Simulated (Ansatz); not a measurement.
Compare A (`O[SiH](F)[S][GeH3]`) with its isomer B (`[OH][GeH]([F])[S][SiH3]`).

Isolated molecules relaxed with PBE0-D4/def2-TZVP in Ansatz; ΔE leaves out vibrations. CCSD(T)/CBS adds triple-zeta CCSD(T) − MP2 to the extrapolated MP2 energy (def2 sets, frozen cores). DFT in def2-TZVPP. B3LYP here is the variant with VWN-RPA as its local correlation; programs differ in this. For Ge outer-core shells are correlated without core-valence functions, which leaves a few kJ/mol of doubt a bond. Scalar relativity is left out up to krypton. One conformer a species, not always the lowest.

**Question.** Which is lower in electronic energy at CCSD(T)/CBS, and by how much? (An estimate is asked.)

**Answer.** Ansatz gave: A, by 147.8 kJ/mol.

**Question.** Give E(B) − E(A) in kJ/mol with MP2/def2-TZVPP, PBE0-D4, B3LYP-D4, CCSD(T)/def2-TZVPP, HF/def2-TZVPP, B2PLYP, CCSD/def2-TZVPP. (Estimate.)

**Answer.** The calculation gave: MP2/def2-TZVPP 143.8, PBE0-D4 142.6, B3LYP-D4 143.9, CCSD(T)/def2-TZVPP 141.8, HF/def2-TZVPP 146.4, B2PLYP 142.9, CCSD/def2-TZVPP 144.5. None reverses the order clearly.

Largest T1 diagnostic: 0.012.

From PBE to PBE0 (25 % exact exchange), in def2-TZVPP and without D4, E(B) − E(A) moves by +7.5 kJ/mol.
